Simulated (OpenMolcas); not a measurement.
4f¹⁰ along the 64-electron sequence

- Program: OpenMolcas 26.06
- Method: CASSCF
- Basis: ANO-RCC-VTZP
- Scalar Hamiltonian: DKH2, point nucleus
- Spin-orbit coupling: state interaction with AMFI integrals over the reference wave functions, term energies averaged over their components

Active space for each ion: 10 electrons in 7 orbitals (4f).

Computed levels in cm-1 above ⁵I₈:

```csv
Level,Dy2+,Ho3+,Er4+
⁵I₇,4252,5111,6075
⁵I₆,7379,8805,10378
⁵I₅,9745,11570,13550
⁵I₄,11590,13733,16052
⁵F₅,18493,20393,22140
⁵S₂,21014,23315,25444
⁵F₄,21240,23713,26105
³K₈(1),21573,23965,26213
⁵F₃,22958,25753,28495
weight of ⁵I in the lowest level (%),95,94,94
```

Mixed levels, with the weight of the term that names them: Ho3+ ⁵S₂ (74 %), Er4+ ⁵S₂ (68 %), Er4+ ³K₈(1) (75 %).

The fine-structure level ⁵I₄ changes by a factor of 1.38 from Dy2+ to Er4+. Its fourth root runs 10.38, 10.83, 11.26, with steps per unit of Z of 0.45, 0.43; equal steps would mean a (Z - σ)^4 law with constant σ.

⁵F₅ changes by a factor of 1.2 over the same range, with steps per unit of Z of +1900, +1750 cm-1.

High states are left out of the spin-orbit mixing, which shifts the levels that they would mix with. Without dynamic correlation excited terms often stand tens of per cent too high (terms of higher spin than the ground term too low), and those without a measured partner can miss by more than the paired ones. Only configurations of the active space appear.

A number in round brackets counts repeated terms of one configuration in the order of the reference energies.
